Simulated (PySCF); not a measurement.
TPSS on S (sulfur, neutral), [Ne] 3s1 3p4 3d1, one real determinant (an excited configuration). Calculation: PySCF 2.14, in dyall-acv3z; no relativity, point nucleus.

```
cycle= 1 E= -397.461065644199  delta_E= -0.0105  |g|= 0.0204  |ddm|= 0.126
cycle= 2 E= -397.461223263684  delta_E= -0.000158  |g|= 0.0122  |ddm|= 0.0414
cycle= 3 E= -397.46131012295  delta_E= -8.69e-05  |g|= 0.00331  |ddm|= 0.0162
cycle= 4 E= -397.461312576985  delta_E= -2.45e-06  |g|= 0.000505  |ddm|= 0.00174
cycle= 5 E= -397.46131275535  delta_E= -1.78e-07  |g|= 3.52e-05  |ddm|= 0.000746
cycle= 6 E= -397.4613127563  delta_E= -9.5e-10  |g|= 2.56e-06  |ddm|= 5.34e-05
converged SCF energy = -397.4613127563  <S^2> = 6.00478  2S+1 = 5.0019116
```

Highest occupied orbital energy: 1.061 eV; ⟨L²⟩ = 8.02; populations by l: s 5.00, p 10.00, d 1.00, f 0.00.

Can this result be used?

Not for this state. The calculation finished and met its thresholds. ⟨L²⟩ = 8.02 against 12 for a pure F term, so this real determinant mixes terms. The outer electron is Rydberg-like, and this basis confines it to a smaller radius and binds it less than a complete one would. At TPSS the highest occupied level has a positive energy, so only the finite basis holds that electron; for this excited configuration the basis is too tight for the outer shell.
